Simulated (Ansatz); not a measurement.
Nudged elastic band run: CH$_{6}$FNSn

input.yaml

```yaml
crystal:
  periodic: [false, false, false]
  atoms:
    - { symbol: Sn, position_ang: [-0.985846, -0.501633, -1.103717] }
    - { symbol: F, position_ang: [0.351162, -0.925384, -2.498981] }
    - { symbol: "N", position_ang: [-0.094439, -0.346297, 0.724201] }
    - { symbol: C, position_ang: [0.854804, 0.717508, 1.020295] }
    - { symbol: H, position_ang: [0.198712, -1.251615, 1.107703] }
    - { symbol: H, position_ang: [-2.051244, -1.854846, -1.076917] }
    - { symbol: H, position_ang: [-1.589335, 1.05705, -1.519538] }
    - { symbol: H, position_ang: [0.964376, 0.846089, 2.120937] }
    - { symbol: H, position_ang: [0.47273, 1.684078, 0.627259] }
    - { symbol: H, position_ang: [1.87908, 0.575049, 0.59866] }
basis:
  gaussian: { orbitals: def2-SVP }
hamiltonian:
  xc: pbe
  dispersion: d4
neb:
  order_check: false
  images: 5
  f_tol: 0.05
  max_iterations: 60
  spring: 20.0
  final_atoms:
    - { symbol: Sn, position_ang: [-0.89586071, -0.54470181, -1.15646562] }
    - { symbol: F, position_ang: [0.52110731, -1.31248197, -2.30313266] }
    - { symbol: "N", position_ang: [-0.21125883, -0.2466058, 0.73866376] }
    - { symbol: C, position_ang: [0.80109036, 0.75792422, 1.03171775] }
    - { symbol: H, position_ang: [-0.07334875, -1.11112951, 1.27288937] }
    - { symbol: H, position_ang: [-2.13797309, -1.73734317, -1.11039155] }
    - { symbol: H, position_ang: [-1.21831881, 1.00757501, -1.83000105] }
    - { symbol: H, position_ang: [1.85246544, 0.45208019, 0.81101939] }
    - { symbol: H, position_ang: [0.76012487, 1.05602459, 2.10376277] }
    - { symbol: H, position_ang: [0.6019722, 1.67865726, 0.44183984] }
  initial_path:
    images:
      - { positions_ang: [[-0.985846, -0.501633, -1.103717], [0.351162, -0.925384, -2.498981], [-0.094439, -0.346297, 0.724201], [0.854804, 0.717508, 1.020295], [0.198712, -1.251615, 1.107703], [-2.051244, -1.854846, -1.076917], [-1.589335, 1.05705, -1.519538], [0.964376, 0.846089, 2.120937], [0.47273, 1.684078, 0.627259], [1.87908, 0.575049, 0.59866]] }
      - { positions_ang: [[-1.07008623, -0.38589596, -1.05880289], [0.41995206, -1.14341096, -2.12505895], [-0.04297043, -0.31912224, 0.67115899], [0.84589796, 0.73261134, 1.08051555], [0.36517679, -1.19416344, 0.64295271], [-2.2012777, -1.68045237, -0.96427548], [-1.5740334, 0.90721261, -1.88167678], [1.1224326, 0.6481097, 2.06384377], [0.37861441, 1.61734631, 0.99334329], [1.75629395, 0.81776401, 0.57790178]] }
      - { positions_ang: [[-1.15432645, -0.27015893, -1.01388878], [0.48874212, -1.36143792, -1.75113689], [0.00849813, -0.29194747, 0.61811698], [0.83699191, 0.74771468, 1.14073611], [0.53164159, -1.13671189, 0.17820241], [-2.35131139, -1.50605875, -0.85163396], [-1.55873181, 0.75737522, -2.24381556], [1.2804892, 0.45013041, 2.00675054], [0.28449881, 1.55061462, 1.35942758], [1.6335079, 1.06047901, 0.55714356]] }
      - { positions_ang: [[-1.23856668, -0.15442189, -0.96897467], [0.55753218, -1.57946488, -1.37721484], [0.0599667, -0.26477271, 0.56507497], [0.82808587, 0.76281803, 1.20095666], [0.69810638, -1.07926033, -0.28654788], [-2.50134509, -1.33166512, -0.73899244], [-1.54343021, 0.60753784, -2.60595433], [1.4385458, 0.25215111, 1.94965731], [0.19038322, 1.48388293, 1.72551188], [1.51072184, 1.30319402, 0.53638534]] }
      - { positions_ang: [[-1.12433135, -0.2845152, -1.03147165], [0.54539056, -1.49047057, -1.68585411], [-0.03044181, -0.25871707, 0.6229379], [0.81908737, 0.76118676, 1.14454369], [0.44095467, -1.08988339, 0.23326454], [-2.38022109, -1.46689114, -0.86279214], [-1.43505975, 0.74088356, -2.34730324], [1.57651901, 0.31879414, 1.57011134], [0.3802971, 1.34126349, 1.85159551], [1.2078053, 1.42834843, 0.50487017]] }
      - { positions_ang: [[-1.01009603, -0.41460851, -1.09396864], [0.53324894, -1.40147627, -1.99449338], [-0.12085032, -0.25266143, 0.68080083], [0.81008887, 0.75955549, 1.08813072], [0.18380296, -1.10050645, 0.75307695], [-2.25909709, -1.60211716, -0.98659184], [-1.32668928, 0.87422928, -2.08865215], [1.71449223, 0.38543716, 1.19056536], [0.57021098, 1.19864404, 1.97767914], [0.90488875, 1.55350285, 0.47335501]] }
      - { positions_ang: [[-0.89586071, -0.54470181, -1.15646562], [0.52110731, -1.31248197, -2.30313266], [-0.21125883, -0.2466058, 0.73866376], [0.80109036, 0.75792422, 1.03171775], [-0.07334875, -1.11112951, 1.27288937], [-2.13797309, -1.73734317, -1.11039155], [-1.21831881, 1.00757501, -1.83000105], [1.85246544, 0.45208019, 0.81101939], [0.76012487, 1.05602459, 2.10376277], [0.6019722, 1.67865726, 0.44183984]] }
```

Run as:

```bash
$ ansatz run input.yaml --threads 2 --pin off --max-ram 3072MiB --backend cpu --events-out ev --progress --plain --runs-dir out
```

Output, in part (warnings, iteration lines, the closing report on the highest movable image, with atoms numbered from 0):

```
NEB end point (image 0): max|allowed force component| = 1.987e-2 eV/Å (the criterion of neb.relax_end_points is 1.000e-2)
NEB end point (image 6): max|allowed force component| = 2.332e-2 eV/Å (the criterion of neb.relax_end_points is 1.000e-2)
NEB iter   1: max|band force component| = 7.050e0 eV/Å  barrier→ = 2.1691 eV  barrier← = 2.1696 eV  Δτ_max = 0.2000 Å  (197 SCF iters)
NEB iter   2: max|band force component| = 2.473e0 eV/Å  barrier→ = 1.8605 eV  barrier← = 1.8609 eV  Δτ_max = 0.2000 Å  (169 SCF iters)
NEB iter   3: max|band force component| = 2.711e0 eV/Å  barrier→ = 1.5100 eV  barrier← = 1.5104 eV  Δτ_max = 0.1008 Å  (151 SCF iters)
NEB iter   4: max|band force component| = 2.032e0 eV/Å  barrier→ = 1.1207 eV  barrier← = 1.1211 eV  Δτ_max = 0.2000 Å  (145 SCF iters)
NEB iter   5: max|band force component| = 2.030e0 eV/Å  barrier→ = 0.6756 eV  barrier← = 0.6761 eV  Δτ_max = 0.0988 Å  (156 SCF iters)
NEB iter   6: max|band force component| = 9.639e-1 eV/Å  barrier→ = 0.4712 eV  barrier← = 0.4716 eV  Δτ_max = 0.1979 Å  (149 SCF iters)
NEB iter   7: max|band force component| = 1.428e0 eV/Å  barrier→ = 0.4403 eV  barrier← = 0.4408 eV  Δτ_max = 0.1959 Å  (147 SCF iters)
NEB iter   8: max|band force component| = 2.476e0 eV/Å  barrier→ = 0.4206 eV  barrier← = 0.4210 eV  Δτ_max = 0.1964 Å  (145 SCF iters)
NEB iter   9: max|band force component| = 3.509e0 eV/Å  barrier→ = 0.5552 eV  barrier← = 0.5556 eV  Δτ_max = 0.1811 Å  (144 SCF iters)
NEB iter  10: max|band force component| = 5.785e0 eV/Å  barrier→ = 0.7173 eV  barrier← = 0.7178 eV  Δτ_max = 0.1522 Å  (146 SCF iters)
NEB iter  11: max|band force component| = 6.357e0 eV/Å  barrier→ = 0.7718 eV  barrier← = 0.7722 eV  Δτ_max = 0.1543 Å  (148 SCF iters)
NEB iter  12: max|band force component| = 7.397e0 eV/Å  barrier→ = 0.9635 eV  barrier← = 0.9639 eV  Δτ_max = 0.1327 Å  (145 SCF iters)
NEB iter  13: max|band force component| = 7.679e0 eV/Å  barrier→ = 1.0446 eV  barrier← = 1.0450 eV  Δτ_max = 0.1660 Å  (145 SCF iters)
NEB iter  14: max|band force component| = 9.103e0 eV/Å  barrier→ = 1.1020 eV  barrier← = 1.1025 eV  Δτ_max = 0.0745 Å  (148 SCF iters)
NEB iter  15: max|band force component| = 9.464e0 eV/Å  barrier→ = 1.1984 eV  barrier← = 1.1989 eV  Δτ_max = 0.0324 Å  (149 SCF iters)
NEB iter  16: max|band force component| = 9.682e0 eV/Å  barrier→ = 1.2835 eV  barrier← = 1.2840 eV  Δτ_max = 0.0287 Å  (144 SCF iters)
NEB iter  17: max|band force component| = 1.001e1 eV/Å  barrier→ = 1.3431 eV  barrier← = 1.3436 eV  Δτ_max = 0.0328 Å  (143 SCF iters)
NEB iter  18: max|band force component| = 1.024e1 eV/Å  barrier→ = 1.3879 eV  barrier← = 1.3883 eV  Δτ_max = 0.0194 Å  (152 SCF iters)
NEB iter  19: max|band force component| = 1.040e1 eV/Å  barrier→ = 1.4291 eV  barrier← = 1.4295 eV  Δτ_max = 0.1340 Å  (144 SCF iters)
NEB iter  20: max|band force component| = 1.125e1 eV/Å  barrier→ = 1.3970 eV  barrier← = 1.3974 eV  Δτ_max = 0.1805 Å  (151 SCF iters)
NEB iter  21: max|band force component| = 1.265e1 eV/Å  barrier→ = 0.9219 eV  barrier← = 0.9223 eV  Δτ_max = 0.1411 Å  (148 SCF iters)
NEB iter  22: max|band force component| = 1.346e1 eV/Å  barrier→ = 0.8836 eV  barrier← = 0.8840 eV  Δτ_max = 0.1997 Å  (148 SCF iters)
NEB iter  23: max|band force component| = 1.297e1 eV/Å  barrier→ = 1.1014 eV  barrier← = 1.1019 eV  Δτ_max = 0.1366 Å  (147 SCF iters)
NEB iter  24: max|band force component| = 1.332e1 eV/Å  barrier→ = 1.4734 eV  barrier← = 1.4738 eV  Δτ_max = 0.1165 Å  (149 SCF iters)
NEB iter  25: max|band force component| = 1.392e1 eV/Å  barrier→ = 2.1280 eV  barrier← = 2.1285 eV  Δτ_max = 0.1197 Å  (149 SCF iters)
NEB iter  26: max|band force component| = 1.401e1 eV/Å  barrier→ = 2.6933 eV  barrier← = 2.6937 eV  Δτ_max = 0.1714 Å  (147 SCF iters)
NEB iter  27: max|band force component| = 1.360e1 eV/Å  barrier→ = 2.8980 eV  barrier← = 2.8984 eV  Δτ_max = 0.2000 Å  (147 SCF iters)
NEB iter  28: max|band force component| = 1.205e1 eV/Å  barrier→ = 2.0939 eV  barrier← = 2.0943 eV  Δτ_max = 0.2000 Å  (158 SCF iters)
NEB iter  29: max|band force component| = 9.700e0 eV/Å  barrier→ = 1.7820 eV  barrier← = 1.7825 eV  Δτ_max = 0.1987 Å  (150 SCF iters)
NEB iter  30: max|band force component| = 7.744e0 eV/Å  barrier→ = 1.6057 eV  barrier← = 1.6061 eV  Δτ_max = 0.1531 Å  (143 SCF iters)
NEB iter  31: max|band force component| = 4.769e0 eV/Å  barrier→ = 1.2212 eV  barrier← = 1.2216 eV  Δτ_max = 0.1859 Å  (155 SCF iters)
NEB iter  32: max|band force component| = 3.544e0 eV/Å  barrier→ = 1.2292 eV  barrier← = 1.2296 eV  Δτ_max = 0.1989 Å  (146 SCF iters)
NEB iter  33: max|band force component| = 1.815e0 eV/Å  barrier→ = 0.7098 eV  barrier← = 0.7102 eV  Δτ_max = 0.1973 Å  (145 SCF iters)
NEB iter  34: max|band force component| = 9.280e-1 eV/Å  barrier→ = 0.2907 eV  barrier← = 0.2911 eV  Δτ_max = 0.2000 Å  (153 SCF iters)
NEB iter  35: max|band force component| = 6.985e-1 eV/Å  barrier→ = 0.1631 eV  barrier← = 0.1635 eV  Δτ_max = 0.2000 Å  (151 SCF iters)
NEB iter  36: max|band force component| = 4.838e-1 eV/Å  barrier→ = 0.1564 eV  barrier← = 0.1568 eV  CI = image 3  Δτ_max = 0.1359 Å  (150 SCF iters)
NEB iter  37: max|band force component| = 2.341e-1 eV/Å  barrier→ = 0.1105 eV  barrier← = 0.1109 eV  CI = image 3  Δτ_max = 0.1757 Å  (146 SCF iters)
NEB iter  38: max|band force component| = 1.948e-1 eV/Å  barrier→ = 0.1030 eV  barrier← = 0.1034 eV  CI = image 3  Δτ_max = 0.0628 Å  (144 SCF iters)
NEB iter  39: max|band force component| = 1.459e-1 eV/Å  barrier→ = 0.0975 eV  barrier← = 0.0979 eV  CI = image 3  Δτ_max = 0.1350 Å  (148 SCF iters)
NEB iter  40: max|band force component| = 1.174e-1 eV/Å  barrier→ = 0.0884 eV  barrier← = 0.0888 eV  CI = image 3  Δτ_max = 0.1089 Å  (148 SCF iters)
NEB iter  41: max|band force component| = 1.031e-1 eV/Å  barrier→ = 0.0859 eV  barrier← = 0.0863 eV  CI = image 3  Δτ_max = 0.0627 Å  (147 SCF iters)
NEB iter  42: max|band force component| = 9.739e-2 eV/Å  barrier→ = 0.0851 eV  barrier← = 0.0855 eV  CI = image 3  Δτ_max = 0.0329 Å  (146 SCF iters)
NEB iter  43: max|band force component| = 6.245e-2 eV/Å  barrier→ = 0.0845 eV  barrier← = 0.0849 eV  CI = image 3  Δτ_max = 0.0124 Å  (150 SCF iters)
NEB iter  44: max|band force component| = 4.231e-2 eV/Å  barrier→ = 0.0843 eV  barrier← = 0.0847 eV  CI = image 3  Δτ_max = 0.0000 Å  (295 SCF iters)
Total energy: -11162.93837582 eV, -410.2304187999 hartree
Atom 0 at    -0.982661    -0.576788    -1.094589 Å, force     0.002213    -0.012778     0.002091 eV/Å
Atom 1 at     0.329839    -1.404309    -2.319316 Å, force     0.003619     0.005507    -0.001170 eV/Å
Atom 2 at    -0.115492    -0.234189     0.707850 Å, force    -0.038200    -0.005191    -0.012658 eV/Å
Atom 3 at     0.873469     0.803874     0.964829 Å, force     0.042312     0.037051     0.000787 eV/Å
Atom 4 at    -0.020423    -1.059243     1.302545 Å, force     0.008759    -0.009011     0.008769 eV/Å
Atom 5 at    -2.213758    -1.761786    -0.884248 Å, force    -0.004680     0.003694     0.002696 eV/Å
Atom 6 at    -1.362506     0.935155    -1.825019 Å, force     0.004470     0.000050     0.002965 eV/Å
Atom 7 at     1.600911     0.476138     1.736649 Å, force    -0.011700    -0.005271    -0.004340 eV/Å
Atom 8 at     0.411889     1.747603     1.340581 Å, force    -0.003336    -0.013665    -0.001384 eV/Å
Atom 9 at     1.478734     1.073544     0.070619 Å, force    -0.003456    -0.000385     0.002244 eV/Å
Dipole moment:    -0.201567     0.160546     0.417985 e Å
```

It converged. Another band between the same ends (5 images) ends at a top of the same energy, where a vibrational analysis finds 1 clearly imaginary mode.

Final band:

```json
{"image": "0", "path coordinate (Å)": "0.00", "energy (eV)": "0.000"}
{"image": "1", "path coordinate (Å)": "0.53", "energy (eV)": "0.019"}
{"image": "2", "path coordinate (Å)": "1.07", "energy (eV)": "0.059"}
{"image": "3", "path coordinate (Å)": "1.60", "energy (eV)": "0.084"}
{"image": "4", "path coordinate (Å)": "2.20", "energy (eV)": "0.059"}
{"image": "5", "path coordinate (Å)": "2.80", "energy (eV)": "0.018"}
{"image": "6", "path coordinate (Å)": "3.40", "energy (eV)": "0.000"}
```

Run time: 7.2 min on 2 threads of Intel(R) Xeon(R) Platinum 8259CL CPU @ 2.50GHz (Skylake/Cascade Lake) (shared host), peak memory 0.16 GiB.
